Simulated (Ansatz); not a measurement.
Isomers of Sn5Cl4⁺ (doublet), relaxed with PBE-D4/def2-SVP; total energies from Ansatz at PBE0-D4/def2-SVP.

```tsv
isomer	description	energy (Eh)
A	point group Cs; 8 × Cl–Sn 2.59 to 2.68 Å; 3 × Sn–Sn 2.81 to 2.98 Å	-2911.28419
B	point group not assigned; 8 × Cl–Sn 2.56 to 2.81 Å; 3 × Sn–Sn 2.86 to 3.07 Å	-2911.28434
C	point group not assigned; 7 × Cl–Sn 2.56 to 2.82 Å; 4 × Sn–Sn 2.91 to 3.09 Å	-2911.29014
D	point group not assigned; 6 × Cl–Sn 2.38 to 2.71 Å; 5 × Sn–Sn 3.01 to 3.22 Å	-2911.27021
```

In the def2 sets Sn takes a core potential; there is no spin–orbit coupling.

The isomers come from a short search, and lower ones may exist.

Task: Work out the relative energies (1 Eh = 2625.5 kJ/mol) and the Boltzmann populations at 1200 K from electronic energies alone (R = 8.314 J/mol/K).

Result: ΔE: A 15.6, B 15.2, C 0.0, D 52.3 kJ/mol. RT = 9.98 kJ/mol. Factors exp(−ΔE/RT): A 0.209, B 0.218, C 1, D 0.0053; sum 1.432. Populations: A 14.6 %, B 15.2 %, C 69.8 %, D 0.4 %. Zero-point energy, vibrational entropy and symmetry numbers are left out and can shift these; an error of 4 kJ/mol changes a ratio by a factor of 1.5. Over the other density-functional and correlated levels in def2 sets, the gap between C and B ranges from 15 to 16 kJ/mol.
